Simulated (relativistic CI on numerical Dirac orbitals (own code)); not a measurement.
## How well does a small relativistic CI reproduce Zn⁴⁺?

Method of calculation: Dirac-Coulomb-Breit CI, KLI orbitals optimised for each configuration, model QED, valence Slater integrals scaled by 0.85, P86 correlation energy added to each configuration (own radial code, finite nucleus).

CI space (outside the closed core [Ne]): 3s2 3p6 3d8, 3s2 3p6 3d7 4s, 3s2 3p6 3d7 4p, 3s2 3p5 3d9, 3s2 3p6 3d7 4d, 3s2 3p6 3d7 5s, 3s2 3p6 3d7 5p, 3s2 3p6 3d6 4s2, 3s2 3p6 3d7 4f, 3s2 3p6 3d7 5d, 3s2 3p6 3d7 6s, 3s2 3p6 3d7 6p, 3s2 3p6 3d6 4s 4p, 3s2 3p6 3d7 5f, 3s2 3p6 3d7 5g, 3s2 3p6 3d7 6d, 3s2 3p4 3d10, 3s 3p6 3d9, 3s2 3p6 3d6 4p2, 3s2 3p6 3d6 4s 4d. Levels of other configurations are missing.

```tsv
Configuration	Term (tabulated)	J	Measured (cm⁻¹)	Computed	Error	Purity (%)
3s2 3p6 3d8	3F	4	0.0	0	0	100
3s2 3p6 3d8	3F	3	2466.0	2408	-58	100
3s2 3p6 3d8	3F	2	4036.0	3917	-119	98
3s2 3p6 3d8	1D	2	18400.0	16644	-1756	81
3s2 3p6 3d8	3P	2	22663.0	21119	-1544	83
3s2 3p6 3d8	3P	1	23107.0	21651	-1456	100
3s2 3p6 3d8	3P	0	23510.0	22027	-1483	99
3s2 3p6 3d8	1G	4	30600.0	29165	-1435	100
3s2 3p6 3d8	1S	0	69904.0	62489	-7415	99
3s2 3p6 3d7 4s	5F	5	198961.7	199714	753	99
3s2 3p6 3d7 4s	5F	4	200644.0	201357	713	99
3s2 3p6 3d7 4s	5F	3	201972.7	202659	687	99
3s2 3p6 3d7 4s	5F	2	202929.1	203600	671	99
3s2 3p6 3d7 4s	3F	4	208715.1	208757	42	98
3s2 3p6 3d7 4s	3F	3	210972.5	210969	-3	99
3s2 3p6 3d7 4s	3F	2	212171.1	212439	268	99
3s2 3p6 3d7 4s	5P	3	221631.3	222677	1046	99
3s2 3p6 3d7 4s	5P	2	222042.1	223153	1111	95
3s2 3p6 3d7 4s	5P	1	222939.9	223992	1052	96
3s2 3p6 3d7 4s	3G	5	226333.9	225542	-792	96
3s2 3p6 3d7 4s	3G	4	227195.3	226376	-819	91
3s2 3p6 3d7 4s	3G	3	228335.1	227529	-807	99
3s2 3p6 3d7 4s	3P †	2	230434.6	233278	2843	81
3s2 3p6 3d7 4s	3P †	1	230614.2	231508	894	83
3s2 3p6 3d7 4s	3P †	0	231121.8	235783	4662	100
3s2 3p6 3d7 4s	1G	4	231830.8	230712	-1119	85
3s2 3p6 3d7 4s	3P †	0	234581.5	232179	-2402	100
3s2 3p6 3d7 4s	3D	3	235598.6	235915	317	99
3s2 3p6 3d7 4s	3H	5	235729.5	233856	-1874	93
3s2 3p6 3d7 4s	3H	4	236968.7	235133	-1836	89
3s2 3p6 3d7 4s	3D	2	237031.9	237456	425	74
3s2 3p6 3d7 4s	1H	5	240446.1	238255	-2191	94
3s2 3p6 3d7 4s	1D	2	241829.3	241868	39	82
3s2 3p6 3d7 4s	3F	2	255481.7	255011	-470	99
3s2 3p6 3d7 4s	3F	3	255763.2	255284	-479	99
3s2 3p6 3d7 4s	3F	4	256235.2	255745	-490	99
3s2 3p6 3d7 4s	1F	3	260879.8	259888	-992	99
3s2 3p6 3d7 4p	5F°	5	284115.5	284433	318	87
3s2 3p6 3d7 4p	5F°	3	285602.6	285977	375	67
3s2 3p6 3d7 4s	3D	2	285884.6	284905	-979	98
3s2 3p6 3d7 4s	3D	3	286575.4	285555	-1020	99
3s2 3p6 3d7 4p	5F°	2	286935.9	287277	341	80
3s2 3p6 3d7 4p	5F°	1	287888.3	288204	315	92
3s2 3p6 3d7 4p	5G°	6	288499.9	288407	-93	99
3s2 3p6 3d7 4p	5D°	3	288704.1	288986	282	61
3s2 3p6 3d7 4p	5G°	5	288902.8	288909	6	71
3s2 3p6 3d7 4p	5G°	4	289827.0	289848	21	71
3s2 3p6 3d7 4p	5D°	2	289924.5	290197	273	58
3s2 3p6 3d7 4p	5G°	3	290423.9	290471	48	68
3s2 3p6 3d7 4p	5D°	1	290704.0	291112	408	93
3s2 3p6 3d7 4p	5G°	2	290730.6	290822	91	57
3s2 3p6 3d7 4p	5D°	0	291022.3	291425	403	99
3s2 3p6 3d7 4s	1D	2	291106.6	289625	-1482	98
3s2 3p6 3d7 4p	3G°	5	292722.2	292709	-13	79
3s2 3p6 3d7 4p	3F°	4	293463.1	293603	140	91
3s2 3p6 3d7 4p	3G°	4	295168.4	295135	-34	87
3s2 3p6 3d7 4p	3F°	3	295293.2	295403	110	84
3s2 3p6 3d7 4p	3F°	2	296756.7	296849	92	92
3s2 3p6 3d7 4p	3G°	3	296795.7	296766	-30	89
```

Measured levels from Sugar and Musgrove, J. Phys. Chem. Ref. Data 24, 1803 (1995); pairs were made by configuration, J and term (by order where the table uses no LS term), so strongly mixed levels may be paired wrongly.

Mean error by configuration (cm⁻¹): 3s2 3p6 3d8 -1908; 3s2 3p6 3d7 4s -305; 3s2 3p6 3d7 4p 161. Over the excited levels the mean absolute error is 762 cm⁻¹ (58 of the 63 excited levels that our extract of the source holds in range could be paired, and the others can miss by more), and the median relative error of those above 1,000 cm⁻¹ is 0.19 %. † marks terms whose computed intervals miss the measured ones by more than a factor of 2.5, or configurations far off the rest, from wrong mixing, a near crossing or a doubtful label or measurement; they are left out of the means.
